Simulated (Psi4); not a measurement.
Psi4 was given this input:
```
memory 2 GB

molecule mol {
1 2
  C    -0.000000   -0.000000   -1.079034
  S     0.000000    0.000000    0.404638
}

set basis cc-pvdz
set reference uks

energy('b3lyp5')
print_variables()
```

Q: What does this run give for the nuclear repulsion energy, number of basis functions, <S^2>, total energy?

A: 
| Item | Value |
|---|---|
| nuclear repulsion energy | 34.2401 Eh |
| number of basis functions | 32 |
| <S^2> | 0.784 |
| total energy | -435.7334 Eh |

These values belong to the state on which the SCF converged, which isn't shown to be the lowest.
